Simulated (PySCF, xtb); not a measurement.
Si(F)(I)2(OH) (FHI₂OSi), SMILES O[Si](F)(I)I.

GFN2-xTB (xtb 6.7.1) at its own geometry gives an orbital gap of 5.54 eV and a dipole moment of 4.72 D.

The structure is a stationary point at PBE0-D3(BJ)/def2-SVP. This is a generated structure with no PubChem entry under its InChIKey; it may be hypothetical. The def2 effective core potentials stand for the cores of I; spin–orbit coupling is left out. Other conformers were not sampled.

Problem. What does PySCF with HF/def2-TZVP give? (An estimate is asked for; the answer gives what the named calculation found.)

Solution. gap 12.31 eV (levels -10.35 and 1.96 eV), dipole 1.56 D.
